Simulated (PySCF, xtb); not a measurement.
Ge(F)3(OH) (F₃GeHO), SMILES [OH][Ge]([F])([F])[F]. The values are those of a single conformer.

Harmonic wavenumbers (cm⁻¹) from GFN2-xTB run with xtb 6.7.1 at its own minimum, in rising order: 99, 156, 174, 195, 207, 208, 495, 550, 577, 663, 790, 3568.

Problem. What does PBE0-D3(BJ)/def2-SVP in PySCF 2.14.0 give at its own minimum? (An estimate is asked for; the answer gives what the named calculation found.)

Solution. 69, 206, 223, 258, 270, 273, 719, 783, 796, 805, 901, 3895. Paired by order, the mean absolute difference is 131 cm⁻¹ and the zero-point energies are 11.0 and 13.1 kcal/mol.
